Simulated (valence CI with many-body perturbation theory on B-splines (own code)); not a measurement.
## Forbidden lines of Cs13+

Computed by relativistic CI+MBPT: six valence electrons over a frozen Dirac-Fock core [Kr], a basis of 7 s, 7 p, 8 d, 6 f, 4 g, 1 h functions for each j, with the one-electron correlation potential Σ1 (screened to all orders), the two-electron term Σ2, the three-electron term Σ3, Breit, model QED; selected single and double excitations, second order for the rest, scaled by the run's own slope (own B-spline code, finite nucleus).

No measured spectrum was set against this ion. As an estimate, terms of the open shell hold to 2 to 4 % of their energy, and close levels can change places. Core correlation moves these levels by up to 9100 cm⁻¹, and in measured spectra 5 to 20 % of such shifts remained as error; rates that hang on mixing are uncertain with them. Among the levels kept, up to 1000 cm⁻¹ of a level comes from second order outside the variational space, and about a tenth of that is noise between levels of different J, which matters for small intervals. The list stops below the first excitations out of the core. Only levels of the ground parity were solved; by the run's estimate the other parity begins above the list, which can be wrong where configurations are misplaced.

Lines 1 to 50 of 120 in falling wavelength, among levels below 519540 cm⁻¹, chosen from the decays that carry over 1 % of a level's rate. Wavelengths and rates use the calculated energies, so an error of 2000 cm⁻¹ moves a line at 18130 Å by 36 % and its rate by three times that or more. Electric multipoles are in the length gauge, E1 and E2 with the static RPA response of the core. Weak lines are less certain than strong ones. Lines between different terms over intervals too small for the method are left out, as are lines whose strength nearly cancels. Where a level lies close to another of its J and parity, the split of strength between their lines is uncertain. Intervals below about 2000 cm⁻¹, as at the head of this list, are uncertain by tens of per cent. Branching is blank where the lifetime is uncertain.

Names give the largest LS component (configuration and term), which can be under half, so a name can repeat, a term be missing and a line seem to break the LS rules; names also repeat where a configuration has a term twice. Letters in brackets count levels of one name in rising energy.

```tsv
λ vac (Å)	Upper	Lower	Type	A (s⁻¹)	Branch %
1.348e+05	4d6 5D_0	4d6 5D_1	M1	5.36e-02	99.7
18130	4d6 3G_5	4d6 3H_4 [b]	M1	1.86e+00	1.1
17280	4d6 3G_3	4d6 3G_4	M1	3.98e+00	1.9
16340	4d6 5D_1	4d6 5D_2	M1	1.57e+01	100.0
15580	4d6 3H_6	4d6 3H_4 [a]	E2	1.37e-06	
14300	4d6 3H_5	4d6 3H_4 [a]	M1	4.27e+00	23.6
12630	4d6 3H_4 [b]	4d6 3F_3 [a]	M1	3.51e+00	1.1
9089	4d6 3P_1 [a]	4d6 3D_2	M1	2.37e+01	4.9
8870	4d6 5D_2	4d6 5D_4	E2	4.49e-04	100.0
8362	4d6 5D_3	4d6 5D_4	M1	5.42e+01	100.0
7522	4d6 3P_0 [a]	4d6 3D_1	M1	1.98e+01	11.8
7370	4d6 3D_2	4d6 3F_2 [a]	M1	6.92e+00	5.7
7299	4d6 3G_4	4d6 3F_3 [a]	M1	3.07e+00	2.5
7020	4d6 3F_3 [a]	4d6 3H_4 [a]	M1	3.57e+01	17.5
6930	4d6 3P_1 [a]	4d6 3D_1	M1	2.95e+01	6.1
6754	4d6 1F_3	4d6 3D_2	M1	1.51e+00	1.1
6743	4d6 3D_2	4d6 3F_3 [a]	M1	1.79e+01	14.8
6594	4d6 3H_4 [b]	4d6 3H_5	M1	1.94e+01	5.9
6559	4d6 3P_1 [a]	4d6 1S_0 [a]	M1	1.96e+01	4.0
6275	4d6 1F_3	4d6 3G_4	M1	5.33e+00	3.8
6233	4d6 1G_4 [a]	4d6 3D_3	M1	4.56e+00	1.3
6172	4d6 3D_3	4d6 3F_2 [a]	M1	1.39e+01	4.1
6067	4d6 3D_1	4d6 3P_2 [a]	M1	8.60e+01	32.1
5582	4d6 3F_4	4d6 1G_4 [a]	M1	6.37e+00	1.0
5533	4d6 1D_2 [a]	4d6 3D_3	M1	2.31e+01	5.8
5487	4d6 3G_3	4d6 3F_2 [a]	M1	3.04e+01	14.6
5394	4d6 3H_4 [a]	4d6 5D_3	M1	6.60e+00	3.8
5248	4d6 3P_1 [b]	4d6 3P_0 [a]	M1	7.43e+01	8.1
5131	4d6 3G_3	4d6 3F_3 [a]	M1	7.73e+01	37.2
5048	4d6 1G_4 [a]	4d6 3G_4	M1	8.77e+00	2.5
5022	4d6 3D_2	4d6 3P_2 [a]	M1	9.98e+00	8.2
4980	4d6 1G_4 [a]	4d6 3G_5	M1	1.57e+01	4.5
4836	4d6 3G_5	4d6 3H_5	M1	4.99e+01	30.7
4830	4d6 1D_2 [a]	4d6 3D_2	M1	5.39e+00	1.4
4773	4d6 3G_4	4d6 3H_5	M1	5.86e+01	47.6
4704	4d6 3G_5	4d6 3H_6	M1	1.04e+02	64.2
4604	4d6 1F_3	4d6 3H_4 [b]	M1	2.51e+00	1.8
4590	4d6 3F_4	4d6 1F_3	M1	4.72e+01	7.7
4513	4d6 3H_4 [b]	4d6 3H_4 [a]	M1	1.91e+02	58.1
4491	4d6 3P_2 [a]	4d6 5D_1	M1	9.56e+01	20.2
4436	4d6 3D_3	4d6 3P_2 [a]	M1	6.72e+01	19.8
4361	4d6 3F_2 [b]	4d6 1F_3	M1	1.28e+02	23.0
4144	4d6 1D_2 [a]	4d6 3D_1	M1	3.04e+01	7.7
4070	4d6 3P_1 [a]	4d6 3F_2 [a]	M1	3.41e+01	7.0
3907	4d6 1G_4 [a]	4d6 3H_4 [b]	M1	1.16e+02	32.9
3741	4d6 3F_2 [b]	4d6 3P_1 [a]	M1	6.01e+00	1.1
3610	4d6 3P_2 [a]	4d6 5D_3	M1	3.58e+02	75.8
3578	4d6 3G_4	4d6 3H_4 [a]	M1	8.27e+00	6.7
3548	4d6 1I_6	4d6 3H_5	M1	4.15e+01	29.0
3524	4d6 1F_3	4d6 3F_2 [a]	M1	4.40e+00	3.1
```
